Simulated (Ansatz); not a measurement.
Saddle point of Si2NH8ClOF2, singlet (Si₂H₃ClF₂ ([F][Si]([F])([SiH3])[Cl]) + H₂O + NH₃ → SiNH₂ClF₂ ([NH2][Si]([F])([F])[Cl]) + SiH₄ + H₂O; bonds formed: Si2–H8, H6–O9; dative contacts that become bonds: Si1–N7; bonds broken: Si1–Si2, H6–N7, H8–O9), PBE0-D4/def2-TZVP structure:

```xyz
15
angstrom
Si -1.0082 -0.1265 -0.6707
Si -0.1642 -0.0879 1.8258
F -2.2040 0.4783 0.2479
F -0.9157 1.0986 -1.7054
Cl -2.1271 -1.7015 -1.4211
H 1.4050 0.4460 -0.8110
N 0.6314 -0.7726 -1.1494
H 0.6079 0.9079 0.4893
O 1.5788 1.3318 -0.2145
H 1.1769 -0.4307 2.3827
H -0.8872 -1.3947 1.7222
H -0.8993 0.8085 2.7450
H 0.9287 -1.5711 -0.5983
H 0.6102 -1.0775 -2.1192
H 1.2667 2.0911 -0.7235
```

Energies are electronic, without zero-point energy. Barriers and step energies count from the start structure reached by relaxing down the imaginary mode; all methods use the PBE0-D4 structures, on which another method's saddle can fall below an end. Computed with Ansatz 0.2.0 (basis: def2-TZVPP, with def2-QZVPP for the basis limit); correlated methods freeze the cores. B3LYP uses VWN-RPA correlation. Extrapolation: Hartree–Fock as exp(−7.88 √X), correlation as X^−2.97.

```
      method  barrier (kcal/mol)  step energy (kcal/mol)
       SPW92               33.03                   -2.24
      PBE-D4                   ?                   -6.79
     BLYP-D4               47.61                  -12.28
   r2SCAN-D4               45.60                  -10.48
      B97M-V                   ?                  -12.10
     PBE0-D4               48.95                   -8.66
    B3LYP-D4               52.34                  -13.30
  r2SCAN0-D4               50.53                  -11.45
    BHLYP-D4               60.05                  -15.15
CAM-B3LYP-D4               53.94                  -13.87
     wB97X-V                   ?                  -11.58
     wB97M-V               52.74                  -12.53
      B2PLYP               54.01                  -14.62
    PBE-QIDH               53.06                  -11.24
  RPA on PBE               54.17                  -13.73
          HF               76.20                  -24.00
         MP2               52.83                  -13.99
        CCSD               59.14                  -14.88
     CCSD(T)               55.11                  -13.31
```

Q: Fill in the withheld barriers. (To be estimated.)

A: By the calculation: B97M-V 51.55; PBE-D4 42.66; wB97X-V 54.49 kcal/mol. Each is the energy of the saddle less that of the start structure, by the same method.

For comparison, the barrier by CCSD(T) at an estimated basis limit (MP2 extrapolated from triple and quadruple zeta, plus CCSD(T) − MP2 in triple zeta) is 55.23 kcal/mol.

No T1 diagnostic of these runs exceeds 0.013.

Labels in which every atom is bracketed show which atoms are joined, not bond orders.

For scale, one of the runs: CCSD(T)/def2-TZVPP, 362 basis functions, launched by `ansatz run in.yaml --threads 4 --pin off --events-out ev --progress --plain --max-ram 46080MiB --backend cuda --devices 0, --max-vram 37GiB`. Hardware: 4 CPU threads of an AMD EPYC 7R13 and a share of one NVIDIA H100, shared host. Wall time 11 s; peak host memory 0.9 GiB.
